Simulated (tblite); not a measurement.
Compound: C5H7F3O.
Geometry (GFN2-xTB, Å), atoms numbered from 1 in this order:
```
atom  x, y, z in Å
C1    -1.9989   -0.2859    0.5047
O2    -1.2124    0.0505   -0.6120
C3     0.0951    0.4817   -0.3099
C4     0.6889    1.0939   -1.5745
C5     0.9604   -0.6709    0.1629
F6     1.3878   -1.5242   -0.7831
C7     1.2787   -0.9128    1.4282
F8     0.9006   -0.1261    2.4314
F9     2.0146   -1.9173    1.8793
H10   -1.6199   -1.1747    1.0218
H11   -2.0470    0.5451    1.2182
H12   -2.9944   -0.4944    0.1188
H13    0.0645    1.2255    0.5042
H14    0.0642    1.9199   -1.8990
H15    1.6958    1.4532   -1.3819
H16    0.7143    0.3454   -2.3612
```

Computed values, GFN2-xTB/tblite, gas phase, harmonic and unscaled. The method is semi-empirical: single wavenumbers can be off by several per cent or more. One conformer, not necessarily the lowest.

Harmonic wavenumbers (cm⁻¹): 29.6, 82.6, 114.3, 148.0, 179.1, 189.2, 240.1, 255.5, 271.5, 354.2, 437.7, 456.1, 487.1, 554.3, 595.8, 747.1, 890.6, 1012.6, 1037.1, 1070.8, 1104.1, 1118.7, 1132.7, 1185.4, 1198.3, 1222.1, 1291.1, 1314.2, 1394.5, 1406.6, 1462.6, 1466.8, 1481.6, 1486.2, 1767.3, 2842.8, 2912.6, 2931.9, 3035.7, 3052.2, 3062.3, 3066.8.

A = 2107, B = 1192, C = 967.2 MHz; mass 140.045 u (most abundant isotopes); point group C1, symmetry number 1.

**Question.** Zero-point energy?

**Answer.** Half the sum of the wavenumbers: 25045 cm⁻¹ = 299.60 kJ/mol.

**Question.** What is S at 298.15 K and 1 bar for an ideal gas of classical rigid rotors and harmonic oscillators?

**Answer.** Translation 170.49, rotation 122.47, vibration 128.68: S = 421.6 J/(mol K).

**Question.** And Cp and H(298.15 K) − H(0)?

**Answer.** Cp = 154.81 J/(mol K), of which vibrations give 121.55 (their classical limit is 42 R = 349.2); H(298.15 K) − H(0) = 29.63 kJ/mol without the zero-point energy, 19.71 from vibrations.

**Question.** What must be added to the electronic energy to get the Gibbs energy at 298.15 K and 1 bar?

**Answer.** ZPE + [H(298.15 K) − H(0)] − T·S = 299.60 + 29.63 − 125.71 = 203.52 kJ/mol.

**Question.** Which modes carry the vibrational entropy at 298.15 K?

**Answer.** 29.6 cm⁻¹: 24.50; 82.6 cm⁻¹: 16.02; 114.3 cm⁻¹: 13.37; 148.0 cm⁻¹: 11.29; 179.1 cm⁻¹: 9.78; 189.2 cm⁻¹: 9.35 J/(mol K); the other 36 give 44.38 together.

**Question.** How do the functions run with temperature in this model?

**Answer.** 
```csv
T (K),S (J/(mol K)),Cp (J/(mol K)),H − H(0) (kJ/mol),G − H(0) (kJ/mol),ln q(vib)
50,249.0,55.5,2.13,-10.31,0.72
100,296.2,83.0,5.62,-24.00,2.00
373.15,459.0,178.9,42.15,-129.13,9.49
500,516.5,215.0,67.20,-191.07,12.66
750,614.1,266.0,127.82,-332.79,18.44
1000,695.5,298.6,198.68,-496.79,23.67
```

q(vib) and H(0) count from the zero-point level.

Hindered rotation and anharmonicity are outside this model. Other conformers, if any are populated, would add a mixing term that is left out. The structure is chiral; the term R ln 2 for an equal mix with its mirror image is left out.
